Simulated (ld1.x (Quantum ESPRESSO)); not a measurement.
niobium: one change to a TM potential, before and after

Nb (Z = 41), norm-conserving Troullier–Martins (Kleinman–Bylander form), made with ld1.x (Quantum ESPRESSO) 7.5 (LDA (PZ), fully relativistic). Core [Ar] 3d10 4s2, reference 4p6 4d4 5s0 5p0 (charge +1). Waves: 4p (bound): rc 1.25 bohr; 4d (bound): rc 2.00 bohr; 5s (bound, empty): rc 2.60 bohr. Local part: the s channel. Core correction: Bessel-smoothed model core, default radius (core density twice the valence density).

Open shells are filled in proportion to 2j + 1 (rel_dist='average').

All-electron outer shells of the reference configuration (LDA (PZ), scalar-relativistic, ld1.x):

| shell | level (eV) | outermost node (bohr) | outermost maximum (bohr) |
| --- | --- | --- | --- |
| 4s | -64.96 | 0.53 | 1.02 |
| 4p | -41.14 | 0.54 | 1.12 |
| 5s | -9.73 | 1.40 | 2.89 |
| 4d | -9.55 | 0.55 | 1.51 |
| 5p | -5.92 | 1.61 | 3.62 |

Change: core correction none.

Cutoffs: the cutoffs (Ry, on a coarse ladder) from which the occupation-weighted sum of valence levels, in a spherical-Bessel basis at the reference potential, stays within 10 and 1 mRy of its value at 400 Ry; they do not see the model core or the augmentation charge, which bear on the density cutoff. Errors are all-electron minus pseudo energies relative to the spin-unpolarised reference configuration.

Q: Predict the effect on cutoff, ghosts and configuration errors.

A: The potential gets neither clearly harder nor softer (80 Ry and 120 Ry → 80 Ry and 120 Ry); of the 7 tests that both files solve, the error grows in 0 and shrinks in 3 by more than 15 % and 0.3 meV (median size 58.2 → 51.2 meV); neither file shows a bound ghost at the reference potential, the only one tested. The default core radius of the base comes out at 0.81 bohr.

| quantity | base | changed |
| --- | --- | --- |
| cutoff, loose | 80 Ry | 80 Ry |
| cutoff, tight | 120 Ry | 120 Ry |
| bound ghosts | none | none |
| error for 4p6 4d4 5s1 5p0, meV [ΔE -6.92 eV] | -9.4 | -7.8 |
| error for 4p6 4d3 5s0 5p0, meV [ΔE 14.28 eV] | -58 | -51 |
| error for 4p6 4d2 5s0 5p0, meV [ΔE 39.21 eV] | -267 | -223 |
| error for 4p6 4d3 5s1 5p0, meV [ΔE 0.29 eV] | -66 | -61 |
| error for 4p6 4d3 5s1 5p1, meV [ΔE -4.10 eV] | -629 | -623 |
| error for 4p6 4d4.5 5s0.5 5p0, meV [ΔE -6.33 eV] | -6.5 | -5.4 |
| error for 4p6 4d5 5s0 5p0, meV [ΔE -5.59 eV] | -22 | -20 |
| s: phases at 2.84 bohr within 0.05 rad from the reference energy up to (Ry; the scan ends near 5) | 1.3 | 1.3 |
| p1/2: phases at 2.84 bohr within 0.05 rad from the reference energy up to (Ry; the scan ends near 5) | -1.4 | -1.4 |
| p3/2: phases at 2.84 bohr within 0.05 rad from the reference energy up to (Ry; the scan ends near 5) | -1.3 | -1.3 |
| d3/2: phases at 2.84 bohr within 0.05 rad from the reference energy up to (Ry; the scan ends near 5) | 0.5 | 0.5 |
| d5/2: phases at 2.84 bohr within 0.05 rad from the reference energy up to (Ry; the scan ends near 5) | 0.5 | 0.5 |

Base: These tests converged, but a pseudo level misses the all-electron one widely, so the file describes the atom poorly there or has found another state: 4p6 4d2 5s0 5p0: empty 5p by 2.4 eV. Changed file: These tests converged, but a pseudo level misses the all-electron one widely, so the file describes the atom poorly there or has found another state: 4p6 4d2 5s0 5p0: empty 5p by 2.4 eV.
